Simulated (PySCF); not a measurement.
An equivalent PySCF input for Al (aluminium, neutral), [Ne] 3s2 3p1, 2P determinant, with the spin-free X2C one-electron Hamiltonian (Gaussian nucleus):

```python
from pyscf import gto, scf, dft, mp, cc
import basis_set_exchange as bse
mol = gto.M(atom="Al 0 0 0", charge=0, spin=1, symmetry="D2h",
            basis=gto.basis.parse(bse.get_basis("x2c-TZVPall", elements=["Al"], fmt="nwchem", header=False)),
            nucmod="G")
mf = dft.UKS(mol, xc="M06L").sfx2c1e()
mf.irrep_nelec = {'Ag': (3, 3), 'B1u': (1, 1), 'B2u': (2, 1), 'B3u': (1, 1)}
mf.kernel()
```

It reaches the same state as the run whose output follows, with an energy that differs only through the grid. The run itself started from symmetry-adapted Hartree-Fock orbitals and held the occupation by maximum overlap, on a logarithmic radial grid, so the iterations belong to that start.

```
SCF conv_tol = 1e-09
number electrons alpha = 7  beta = 6
XC functionals = M06L
    Y. Zhao and D. G. Truhlar.,  J. Chem. Phys. 125, 194101 (2006)
    Y. Zhao and D. G. Truhlar.,  J. Chem. Phys. 125, 194101 (2006)
    Y. Zhao and D. G. Truhlar.,  Theor. Chem. Acc. 120, 215 (2008)
cycle= 1 E= -242.780297966837  delta_E= -0.00446  |g|= 0.0139  |ddm|= 0.151
cycle= 2 E= -242.78039211013  delta_E= -9.41e-05  |g|= 0.00453  |ddm|= 0.0203
cycle= 3 E= -242.78039684423  delta_E= -4.73e-06  |g|= 0.000938  |ddm|= 0.00274
cycle= 4 E= -242.780397414633  delta_E= -5.7e-07  |g|= 0.000235  |ddm|= 0.00144
cycle= 5 E= -242.780397433652  delta_E= -1.9e-08  |g|= 1.69e-05  |ddm|= 0.000454
cycle= 6 E= -242.780397433991  delta_E= -3.38e-10  |g|= 1.6e-06  |ddm|= 5.04e-05
converged SCF energy = -242.780397433991  <S^2> = 0.75579899  2S+1 = 2.0057906
```
